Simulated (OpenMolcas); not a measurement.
Levels of neutral nitrogen by method

```yaml
Program: OpenMolcas 26.06
Basis: ANO-RCC-VTZP [4s3p2d1f]
Scalar_Hamiltonian: DKH2, point nucleus
Active_space: 5 electrons in 4 orbitals (2s 2p)
State_averaging: 2S+1 = 4 odd, 1 root; 2S+1 = 2 odd, 8 roots kept (CI in the orbitals of an earlier block); 2S+1 = 4 even, 3 roots
Spin-orbit_coupling: RASSI with atomic mean-field integrals over the reference wave functions, term energies averaged over their components
```

Methods on the same reference wave functions:
A. CASSCF
B. SS-CASPT2, IPEA 0.25 Eh, imaginary shift 0.1 Eh (closed shells correlated: 1s)

Energies in cm⁻¹ above 2s² 2p³ ⁴S°_3/2, the measured ground level; measured values from NIST Handbook of Basic Atomic Spectroscopic Data.

```tsv
Level	A	B	Measured
2s² 2p³ ⁴S°_3/2	0.0	0.0	0.0
2s² 2p³ ²D°_3/2	23338	20070	19233
2s² 2p³ ²D°_5/2	23339	20070	19224
2s² 2p³ ²P°_3/2	31046	29460	28839
2s² 2p³ ²P°_1/2	31049	29470	28839
2s 2p⁴ ⁴P_5/2	90754	88490	88107
2s 2p⁴ ⁴P_3/2	90815	88560	88151
2s 2p⁴ ⁴P_1/2	90852	88590	88171
```

Deviations, from unrounded energies. A percentage is the sum of absolute deviations over the sum of measured energies, with the sign that they share, or ± where signs differ.

```json
{"Against measurement": "mean absolute deviation (cm-1)", "Levels": "7", "A": "2900", "B": "590"}
{"Against measurement": "other terms of the ground configuration (%)", "Levels": "4", "A": "+13.1", "B": "+3.0"}
{"Against measurement": "other configurations (%)", "Levels": "3", "A": "+3.0", "B": "+0.5"}
```

B lies closest to measurement on these levels. The largest miss of B in the table is 2s² 2p³ ²D°_5/2, by +840 cm-1. The ranking rests on the paired levels alone, and a cruder setting can come out closer through cancelling errors.

From A to B the spin-free energies of the other terms of 2s² 2p³ shown, above ⁴S°, scale by factors of 0.86 to 0.95.

The lowest spin-free term lies below A's lowest term by 0.112 hartree in B.

CASPT2 does not keep the components of a term degenerate, so their means are used; among the terms shown or strongly mixed into the levels shown the widest spread is 250 cm-1 (2s² 2p³ ²D°, B). Terms from blocks run as CI alone lack orbitals of their own. Without dynamic correlation excited terms often stand tens of per cent too high (terms of higher spin than the ground term too low), and those without a measured partner can miss by more than the paired ones (holds for A). Measured partners are found by configuration, term and J. A level has none where our copy of the source lacks it or the pairing is in doubt (some pairs that miss far off the trend of their configuration count as doubtful), and it then counts in no deviation. Levels of configurations outside the active space are missing.

° marks odd parity.
